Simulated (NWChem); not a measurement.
Molecule: CH$_{3}$F$_{3}$Si; SMILES F[SiH](F)CF

Program: NWChem. The geometry was optimised at PBE0/def2-SVP. Level: PBE0/def2-SVP with SMD, gas-phase geometry; reactions with the solvents are ignored. One conformer.

```csv
SMD term (kcal/mol),water,toluene
distortion of the solute's density,0.95,0.28
polarisation,-6.43,-3.28
"cavity, dispersion and structure",3.96,0.37
```

Q: Sum the solvation free energies, find the transfer free energy from water to toluene and the partition coefficient at 298.15 K.

A: 
1. ΔG(solv, water) = -1.52 kcal/mol and ΔG(solv, toluene) = -2.63 kcal/mol (1 M gas to 1 M solution).
2. Transfer: -2.63 − (-1.52) = -1.11 kcal/mol.
3. log₁₀ K(toluene/water) = −ΔG/(RT ln 10) = 1.11/1.364 = 0.8, so the model puts more of the solute in toluene.
4. Of the transfer energy, 2.48 kcal/mol is electrostatic and -3.59 comes from the non-electrostatic term. The two phases are taken as the pure solvents.
